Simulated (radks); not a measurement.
The numbers below are computed, except where a source is named.
Valence configurations of neutral germanium (all share [Ar]). Code: a radial shooting solver on a logarithmic mesh with Libxc functionals. Model: Dirac Kohn-Sham, PBE, spin-unpolarised, spherical densities, point nucleus; open shells fill j = l - 1/2 first. Energies are relative to 3d10 4s2 4p2; eigenvalues in eV.

valence           E (eV)  e(3d3/2)  e(3d5/2)  e(4p1/2)  e(4p3/2)  e(4s1/2)
3d10 4s2 4p2       0.000   -29.498   -28.913    -3.947         -   -11.631
3d10 4s1.5 4p2.5   3.971   -30.409   -29.823    -4.319    -4.125   -12.139
3d10 4s1 4p3       8.013   -31.282   -30.696    -4.670    -4.467   -12.618
3d10 4p4          16.290   -32.941   -32.353    -5.323    -5.103         -
3d9.5 4s1.5 4p3   17.856   -35.213   -34.608    -4.968    -4.743   -13.284
3d9 4s2 4p3       29.370   -39.348   -38.724    -5.279    -5.032   -13.960
3d9 4s1 4p4       38.414   -40.970   -40.345    -5.930    -5.665   -14.821
3d9 4p5           47.674   -42.505   -41.878    -6.531    -6.251         -
3d8 4s1 4p5       77.574   -51.262   -50.596    -7.186    -6.859   -16.945
3d8 4p6           87.749   -52.695   -52.028    -7.748    -7.407         -

NIST lists [Ar] 3d10 4s2 4p2 as the ground configuration; this level of theory agrees among the configurations tried. The energies are those of spherical spin-averaged densities, not of single terms.
